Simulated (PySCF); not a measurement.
Species: C₆H₁₂Ge.
Numbering: `[CH2:1]=[C:2]([CH3:3])[C@@H:4]1[CH2:5][C@@H:6]1[GeH3:7]` (hydrogens: H8, H9 on C1; H10, H11, H12 on C3; H13 on C4; H14, H15 on C5; H16 on C6; H17, H18, H19 on Ge7)

Computed with PySCF at wB97X-D/def2-SVPD, non-relativistic, on one gas-phase PBE0-D3(BJ)/def2-SVP geometry that isn't relaxed in the solvent. The solvent is an IEF-PCM continuum (cavity from Bondi-type radii × 1.2). Only the electrostatic response of the medium enters. Spin–orbit coupling is left out although an atom past zinc is present.

Gas phase at wB97X-D/def2-SVPD: HOMO -8.85 eV, LUMO 1.85 eV, dipole 0.96 D.

Task: What does the continuum do to the energy, the frontier levels and the dipole at wB97X-D/def2-SVPD in cyclohexane and acetone?

Result: 
```
    solvent      ε  E(solvent) − E(gas) (kJ/mol)  polarisation term (kJ/mol)  distortion of the solute (kJ/mol)  HOMO (eV)  LUMO (eV)  dipole (D)
cyclohexane  2.017                         -3.08                       -3.21                               0.13      -8.81       1.88        1.09
    acetone  20.49                         -8.01                       -8.95                               0.94      -8.81       1.87        1.32
```

The polarisation term is half the interaction of the solute with the surface charges that it induces; the rest is the cost of distorting the solute's density. The sum is the electrostatic part of solvation alone. From cyclohexane to acetone the lowering changes by a factor 2.60, Onsager's factor (ε − 1)/(2ε + 1) by 2.30 and ε itself by 10.2.

Task: How does the static polarisability (wB97X-D/def2-SVPD, frozen core, with the continuum's full static response) change?

Result: 
```csv
medium,isotropic (au),principal values (au),⟨r²⟩ of the electrons (bohr²)
gas,100.3,"96.2, 97.9, 106.8",1267.1
cyclohexane,113.8,"109.1, 111.6, 120.8",1267.0
acetone,139.0,"132.7, 135.7, 148.5",1266.8
```

The isotropic value in acetone is 1.39 times the gas-phase one; no cavity-field correction is applied. ⟨r²⟩ is taken about the centre of nuclear charge.

The run took 71 s wall on one thread, Arm Neoverse V1 (aarch64), shared host with 32 logical CPUs at a one-minute load of 27, and the process peaked at 1.4 GiB of memory. This is the whole response run at wB97X-D/def2-SVPD in acetone, SCF included.

The values belong to the conformer `[CH2:1]=[C:2]([CH3:3])[C@@H:4]1[CH2:5][C@@H:6]1[GeH3:7]`: C1–C2–C4–C5 -13°.

The pairwise dispersion term of wB97X-D wasn't added to the energies; at a given geometry it leaves orbitals and properties as they are.
